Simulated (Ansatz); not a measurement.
Mulliken charges of CH₄Br₂Si (`[SiH3]C(Br)Br`) from PBE/def2-TZVPP in Ansatz (PBE0-D4/def2-TZVP geometry).

```json
{"atom": "Si1", "x (Å)": "-0.146", "y (Å)": "0.955", "z (Å)": "-0.187", "charge (e)": "0.180"}
{"atom": "C2", "x (Å)": "-0.010", "y (Å)": "-0.886", "z (Å)": "0.219", "charge (e)": "-0.104"}
{"atom": "Br3", "x (Å)": "1.396", "y (Å)": "-1.153", "z (Å)": "1.525", "charge (e)": "-0.074"}
{"atom": "Br4", "x (Å)": "0.307", "y (Å)": "-1.881", "z (Å)": "-1.413", "charge (e)": "-0.074"}
{"atom": "H5", "x (Å)": "-1.259", "y (Å)": "1.141", "z (Å)": "-1.151", "charge (e)": "-0.037"}
{"atom": "H6", "x (Å)": "-0.430", "y (Å)": "1.692", "z (Å)": "1.070", "charge (e)": "-0.037"}
{"atom": "H7", "x (Å)": "1.142", "y (Å)": "1.388", "z (Å)": "-0.775", "charge (e)": "-0.023"}
{"atom": "H8", "x (Å)": "-0.908", "y (Å)": "-1.313", "z (Å)": "0.657", "charge (e)": "0.168"}
```

Problem. By hand: the dipole of these point charges (1 e Å = 4.8032 D).

Solution. Σ q r = (-0.268, 0.131, 0.066) e Å, of length 0.306 e Å = 1.47 D.

Problem. How does the dipole of the full density compare? (Estimate.)

Solution. Ansatz gave: (-0.220, 0.142, 0.046) e Å, 1.28 D; the point charges give 1.15 times that, at 7° from its direction.

Point charges leave out the atoms' own dipoles, such as those of lone pairs, and Mulliken's split depends on the basis, so the close match here is no proof of good charges.
